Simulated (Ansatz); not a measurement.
`[SiH]O[SiH3]` + `O[SiH](F)[SiH3]` → `F[SiH]([SiH3])O[SiH3]` + `O[SiH]`  (ligand exchange at the Si–O bond)

Isolated molecules relaxed with PBE0-D4/def2-TZVP in Ansatz; ΔE leaves out vibrations. CCSD(T)/CBS is the MP2 limit (def2-TZVPP, def2-QZVPP) plus CCSD(T) − MP2 in def2-TZVPP, frozen cores. This one scheme is used for every species. DFT in def2-TZVPP. B3LYP here is the variant with VWN-RPA as its local correlation; programs differ in this. HSE06 is defined as in plane-wave codes. One conformer a species, not always the lowest.

```json
{"level": "B97M-V", "ΔE (kJ/mol)": "-7.8", "difference from CCSD(T)/CBS": "1.6"}
{"level": "PBE0-D4", "ΔE (kJ/mol)": "-8.9", "difference from CCSD(T)/CBS": "0.5"}
{"level": "B3LYP-D4", "ΔE (kJ/mol)": "-8.6", "difference from CCSD(T)/CBS": "0.8"}
{"level": "r2SCANh-D4", "ΔE (kJ/mol)": "-10.1", "difference from CCSD(T)/CBS": "-0.7"}
{"level": "r2SCAN0-D4", "ΔE (kJ/mol)": "-9.6", "difference from CCSD(T)/CBS": "-0.2"}
{"level": "HSE06-D4", "ΔE (kJ/mol)": "-8.8", "difference from CCSD(T)/CBS": "0.6"}
{"level": "BHLYP-D4", "ΔE (kJ/mol)": "-8.6", "difference from CCSD(T)/CBS": "0.8"}
{"level": "ωB97M-V", "ΔE (kJ/mol)": "-7.7", "difference from CCSD(T)/CBS": "1.7"}
{"level": "PBE", "ΔE (kJ/mol)": "-7.2", "difference from CCSD(T)/CBS": "2.2"}
{"level": "CAM-B3LYP", "ΔE (kJ/mol)": "-6.7", "difference from CCSD(T)/CBS": "2.7"}
{"level": "LC-ωPBE", "ΔE (kJ/mol)": "-7.8", "difference from CCSD(T)/CBS": "1.6"}
{"level": "RPA@PBE/def2-TZVPP", "ΔE (kJ/mol)": "-10.3", "difference from CCSD(T)/CBS": "-0.9"}
{"level": "CCSD/def2-SVP", "ΔE (kJ/mol)": "-9.8", "difference from CCSD(T)/CBS": "-0.4"}
{"level": "CCSD/def2-TZVPP", "ΔE (kJ/mol)": "-8.1", "difference from CCSD(T)/CBS": "1.3"}
{"level": "HF/def2-QZVPP", "ΔE (kJ/mol)": "-6.9", "difference from CCSD(T)/CBS": "2.5"}
{"level": "SCS-MP2/def2-QZVPP", "ΔE (kJ/mol)": "-9.0", "difference from CCSD(T)/CBS": "0.4"}
{"level": "CCSD(T)/CBS", "ΔE (kJ/mol)": "-9.4", "difference from CCSD(T)/CBS": "0"}
```

Largest T1 diagnostic among the species: 0.016.

Leaving LDA and LC-ωPBE aside and taking each functional with its dispersion term where it has one, the values, not all of them listed here, spread over 3.2 kJ/mol, from r2SCAN-D4 to B2PLYP.
